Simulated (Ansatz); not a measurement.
`CCCCCCCCCC`, relaxed as a singlet with RKS PBE-D4/def2-SVP in Ansatz, starting from the GFN2-xTB geometry. Force threshold 0.03 eV/Å.

Start:

Cartesian coordinates in Å:
```
C 1.5681 4.4076 -2.5199
C 1.4560 2.9475 -2.1000
C 0.5433 2.7711 -0.8885
C 0.4254 1.3086 -0.4648
C -0.4987 1.1409 0.7395
C -0.5598 -0.2934 1.2673
C -1.1801 -1.2771 0.2763
C -1.4433 -2.6576 0.8798
C -0.1721 -3.4038 1.2806
C -0.4784 -4.8149 1.7702
H 0.5913 4.8027 -2.7890
H 2.2280 4.5108 -3.3779
H 1.9675 5.0097 -1.7069
H 2.4501 2.5617 -1.8619
H 1.0635 2.3602 -2.9335
H -0.4505 3.1586 -1.1278
H 0.9344 3.3585 -0.0538
H 0.0441 0.7268 -1.3057
H 1.4174 0.9244 -0.2143
H -1.5048 1.4717 0.4695
H -0.1427 1.7906 1.5437
H 0.4502 -0.6169 1.5246
H -1.1556 -0.2995 2.1837
H -0.5260 -1.3886 -0.5900
H -2.1301 -0.8653 -0.0745
H -1.9816 -3.2598 0.1432
H -2.0891 -2.5523 1.7549
H 0.5003 -3.4573 0.4209
H 0.3410 -2.8575 2.0737
H -0.9759 -5.3910 0.9926
H 0.4379 -5.3326 2.0463
H -1.1298 -4.7839 2.6415
```

Estimate the energy that the relaxation releases and the steps that it takes.

4.8 kcal/mol, in 4 steps; 16 s on 4 threads of Arm Neoverse V1 on a shared host. No frequencies were taken in this run, so the end may be a saddle point.

Does the start keep its bonding and symmetry?

By distances, no bond broke or formed. The bond that changes most is C1–H11, from 1.09 to 1.11 Å (atoms count from 1).

Predict the relaxed structure.


```
atom   x (Å)   y (Å)   z (Å)
  C1   1.595   4.450  -2.560
  C2   1.471   2.991  -2.119
  C3   0.557   2.794  -0.906
  C4   0.428   1.337  -0.453
  C5  -0.497   1.149   0.754
  C6  -0.589  -0.289   1.282
  C7  -1.210  -1.291   0.299
  C8  -1.452  -2.690   0.881
  C9  -0.184  -3.453   1.282
 C10  -0.467  -4.868   1.788
 H11   0.606   4.874  -2.836
 H12   2.262   4.560  -3.439
 H13   2.007   5.084  -1.747
 H14   2.480   2.584  -1.884
 H15   1.091   2.375  -2.964
 H16  -0.455   3.197  -1.139
 H17   0.933   3.411  -0.057
 H18   0.067   0.724  -1.309
 H19   1.439   0.937  -0.206
 H20  -1.518   1.509   0.489
 H21  -0.150   1.814   1.576
 H22   0.429  -0.629   1.577
 H23  -1.190  -0.291   2.218
 H24  -0.566  -1.383  -0.604
 H25  -2.178  -0.878  -0.063
 H26  -2.013  -3.298   0.137
 H27  -2.123  -2.608   1.768
 H28   0.504  -3.498   0.407
 H29   0.366  -2.886   2.064
 H30  -0.979  -5.479   1.014
 H31   0.464  -5.400   2.072
 H32  -1.128  -4.852   2.680
```
Bond lengths: 9 × C–C 1.53 Å; 22 × C–H 1.11 Å.
